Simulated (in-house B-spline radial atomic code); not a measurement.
Tc²⁺. Computed with a B-spline radial atomic code. Model: all-electron spherical atom, spin shells full or empty, radial basis limit, no spin-orbit coupling, Breit or QED, empty-state partial waves extrapolated as (l+1/2)^-4, RPA, G0W0 and static COHSEX of the highest shell as one setting changes (uncorrelated shells keep exact exchange).

Given: element Tc; charge 2; filled core Kr; hamiltonian one-electron scalar X2C; mean-field start LDA VWN5; highest l of empty states 9; nuclear rms radius 4.4112 fm; highest mean-field shell 4d up.

Shell: 4d 5 0 (electrons up and down).

| lowest nl shells left uncorrelated | RPA correlation energy (hartree) | G0W0 level (eV) | G0W0 minus most complete (meV) | COHSEX level (eV) | linearised minus solved G0W0 (meV) |
| --- | --- | --- | --- | --- | --- |
| 0 | -3.0902 | -30.098 | 0 | -33.071 | 129.1 |
| 1 | -2.9254 | -30.098 | 0.1 | -33.071 | 129.1 |
| 2 | ? | ? | ? | ? | ? |
| 3 | -2.2018 | -30.089 | 8.9 | -33.073 | 130.2 |
| 4 | -2.0236 | -30.085 | 13.1 | -33.06 | 130.6 |
| 5 | -1.5064 | -30.069 | 29.4 | -33.016 | 131.6 |
| 6 | ? | ? | ? | ? | ? |
| 7 | -0.57109 | -30.004 | 93.8 | -32.74 | 141.7 |
| 8 | -0.15628 | -30.009 | 88.9 | -32.239 | 168.7 |

(1) What follows for lowest nl shells left uncorrelated = 6?

(2) What follows for lowest nl shells left uncorrelated = 2?

Results:

(1) RPA correlation energy -0.71959 hartree; G0W0 level -30.009 eV; G0W0 minus most complete 89.6 meV; COHSEX level -32.84 eV; linearised minus solved G0W0 138.2 meV.

(2) RPA correlation energy -2.7368 hartree; G0W0 level -30.096 eV; G0W0 minus most complete 2.5 meV; COHSEX level -33.068 eV; linearised minus solved G0W0 129.4 meV.
